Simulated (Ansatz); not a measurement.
Geometry optimisation, UKS CAM-B3LYP-D4/def2-SVP (Ansatz).

The input (input.yaml):

```yaml
crystal:
  periodic: [false, false, false]
  atoms:
    - { symbol: H, position_ang: [-0.6143, -0.3565, -0.0427] }
    - { symbol: Cl, position_ang: [-2.1106, -1.2394, 0.0564] }
    - { symbol: Si, position_ang: [1.0119, 0.5864, 0.0185] }
    - { symbol: F, position_ang: [0.2272, 0.8335, 1.3889] }
    - { symbol: F, position_ang: [0.1579, 1.1407, -1.2134] }
    - { symbol: F, position_ang: [1.3278, -0.9647, -0.2077] }
magnetization:
  spin_polarized: true
  initial_magnetization: 1
basis:
  gaussian: { orbitals: def2-SVP }
hamiltonian:
  xc: cam_b3lyp
  dispersion: d4
relax:
  f_tol: 0.15
  max_steps: 25
  restrain:
    - { distance: [0, 2], at: 2.72, k: 30.0 }
    - { distance: [1, 0], at: 1.33, k: 30.0 }
```

Command:

```bash
$ ansatz run input.yaml --threads 4 --pin off --max-ram 5120MiB --backend cpu --events-out ev --progress --plain --runs-dir out
```

Task: Where does it end, and by what steps?

Result: It converged. The restraints hold the end off the free minimum. After 13 steps the energy has fallen by 2.440 eV (the restraints' own energy left out); H1 moved furthest, 0.90 Å. Joined: H1–Cl2 (1.74 → 1.31 Å).

```
step  energy less start (eV)  largest force component (eV/Å)  accepted
   0                  0.0000                           5.571       yes
   1                 -1.5704                           4.138       yes
   2                 -2.1159                           2.009       yes
   3                 -2.2621                           0.980       yes
   4                 -2.3127                           0.778       yes
   5                 -2.3213                           0.817       yes
   6                 -2.3551                           1.155       yes
   7                 -2.3779                           1.083        no
   8                 -2.4070                           0.663       yes
   9                 -2.4225                           0.607       yes
  10                 -2.4338                           0.512       yes
  11                 -2.4103                           1.044        no
  12                 -2.4329                           0.668       yes
  13                 -2.4399                           0.481       yes
```

```xyz
6
Properties=species:S:1:pos:R:3
H -1.337 -0.321 -0.582
Cl -1.824 -1.240 0.214
Si 1.141 0.630 0.044
F 0.468 0.937 1.462
F 0.021 0.914 -1.093
F 1.530 -0.919 -0.045
```

Run time: 41 s on 4 threads of Arm Neoverse N1, with other jobs on the host, peak memory 0.27 GiB.
